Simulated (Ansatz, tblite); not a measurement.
Forces on the cluster Li2Sn⁻ at its r2SCAN-D4/def2-TZVPD geometry. The state is a doublet with charge -1.

In the def2 sets Sn takes a core potential; there is no spin–orbit coupling. The xTB rows come from tblite. At r2SCAN-D4/def2-TZVPD the charge -1 doublet is spin-contaminated (final ⟨S²⟩ up to 1.36, 0.75 for a pure state). At r2SCAN-D4/def2-TZVPD the highest occupied level of the charge -1 doublet lies above zero (up to 0.47 eV). Its loss leaves the charge 0 triplet, which lies 0.98 eV higher (vertical, at r2SCAN-D4/def2-TZVPD), but this difference is unsure: the triplet is doubtful (geometry relaxed on an unsound state). The geometry of the doublet was relaxed on an unsound state (⟨S²⟩ 1.36, where a pure state has 0.75). The structure comes from a short search, and lower isomers may exist.

GFN1-xTB (tblite), largest force 1.98 eV/Å:

```xyz
3
positions Å, forces eV/Å
Li   -0.122    0.106    1.781   -0.152   -0.264   -1.743
Li    1.217    0.600   -1.165   -1.352   -0.707    0.897
Sn   -1.095   -0.707   -0.616    1.504    0.970    0.846
```

GFN2-xTB (tblite), largest force 0.62 eV/Å:

```
Li 0.070 -0.020 -0.611
Li -0.401 -0.194 0.425
Sn 0.331 0.213 0.186
```

r2SCAN-D4/def2-TZVPD (Ansatz), largest force 0.01 eV/Å:

```
Li -0.003 -0.002 0.000
Li -0.002 -0.001 -0.002
Sn 0.005 0.003 0.003
```
